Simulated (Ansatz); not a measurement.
Relaxation of CH5FGaN (9 atoms, charge 0, multiplicity 1), to a largest force component of 0.03 eV/Å in at most 50 steps.

Method: RKS PBE/def2-mTZVP (Ansatz).

```xyz
9
Properties=species:S:1:pos:R:3
Ga -1.053 -1.119 0.740
F -1.000 -2.496 -0.408
N 0.102 -0.147 -0.247
C 0.759 1.140 -0.278
H 0.266 -0.800 -1.018
H -1.891 -1.086 2.040
H 0.508 1.712 0.627
H 1.859 1.046 -0.309
H 0.450 1.750 -1.146
```

**Question.** Where does it end, and by what steps?

**Answer.** It converged. After 7 steps the energy has fallen by 0.255 eV; F2 moved furthest, 0.53 Å.

| step | energy less start (eV) | largest force component (eV/Å) | accepted |
| --- | --- | --- | --- |
| 0 | 0.0000 | 0.593 | yes |
| 1 | -0.1290 | 0.417 | yes |
| 2 | -0.2007 | 0.523 | yes |
| 3 | -0.2403 | 0.189 | yes |
| 4 | -0.2529 | 0.151 | yes |
| 5 | -0.2532 | 0.096 | yes |
| 6 | -0.2543 | 0.035 | yes |
| 7 | -0.2546 | 0.007 | yes |

```xyz
9
Properties=species:S:1:pos:R:3
Ga -0.974 -1.171 0.588
F -1.339 -2.777 -0.106
N 0.181 -0.224 -0.454
C 0.706 1.113 -0.219
H 0.513 -0.657 -1.315
H -1.627 -0.742 1.935
H 0.313 1.513 0.727
H 1.808 1.122 -0.142
H 0.418 1.823 -1.015
```

Whether the end is a true minimum wasn't checked by a vibrational analysis.

The run took 12 s on 2 threads of Intel(R) Xeon(R) Platinum 8488C (Sapphire Rapids), on a shared host, peak memory 0.21 GiB.
